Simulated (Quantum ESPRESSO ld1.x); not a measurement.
Se33+, configuration 1s1 (the NIST ground configuration). Method: scalar-relativistic Kohn-Sham, LDA (Slater exchange, Perdew-Zunger correlation), spin-polarised, spherical densities, point nucleus; open shells are filled with parallel spins first; computed with ld1.x of Quantum ESPRESSO 7.5. Some entries of the table are withheld. Estimate them.

orbital  occ.  eigenvalue (Ry)  <r> (bohr)
1s up       1         -1155.94     0.04328
1s down     0         -1131.97     0.04370
2s up       0         -283.843      0.1745
2s down     0         -280.600      0.1764
2p up       0              (1)      0.1471
2p down     0              (2)      0.1493

Answer. 
(1) 2p up eigenvalue (Ry): -279.520
(2) 2p down eigenvalue (Ry): -275.537
